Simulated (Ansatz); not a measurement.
One change: `BCO[SiH3]` becomes `CO[SiH3]`.

Ansatz, PBE0-D4/def2-TZVP geometries, multiplicity 1. Each molecule was computed in one conformer, which needn't be the lowest.

```tsv
property	`BCO[SiH3]`
size of the dipole moment (PBE/def2-TZVPP) / D	1.10
size of the dipole moment (B3LYP/def2-TZVPP) / D	1.14
HOMO energy (PBE/def2-TZVPP) / eV	-6.80
LUMO energy (PBE/def2-TZVPP) / eV	-2.56
ideal-gas entropy at 298 K and 1 bar (rigid rotor, harmonic PBE0-D4/def2-TZVP) / J/(mol·K)	331
zero-point energy (PBE0-D4/def2-TZVP) / kJ/mol	201.3
```

Problem. Give the same properties after the change, and the shifts. (Estimate.)

Solution. Ansatz gave: 
```
                                                                                  property  `CO[SiH3]`  shift
                                            size of the dipole moment (PBE/def2-TZVPP) / D        1.04  -0.06
                                          size of the dipole moment (B3LYP/def2-TZVPP) / D        1.10  -0.04
                                                         HOMO energy (PBE/def2-TZVPP) / eV       -6.66   0.14
                                                         LUMO energy (PBE/def2-TZVPP) / eV       -0.59   1.97
ideal-gas entropy at 298 K and 1 bar (rigid rotor, harmonic PBE0-D4/def2-TZVP) / J/(mol·K)         298    -33
                                            zero-point energy (PBE0-D4/def2-TZVP) / kJ/mol       176.1  -25.2
```

With PBE0 the HOMO rises by 0.09 eV and the LUMO rises by 1.79 eV, so the gap widens by about 1.70 eV. PBE moves the HOMO by 0.14 eV and ωB97M-V by 0.08 eV. The zero-point energy changes by -25.2 kJ/mol with -6 modes. Dipoles are sizes alone; their direction can turn. Modes under 60 cm⁻¹, often nearly free rotors, make the harmonic entropy too high.

B3LYP here is the variant with VWN-RPA as its local correlation; programs differ in this.
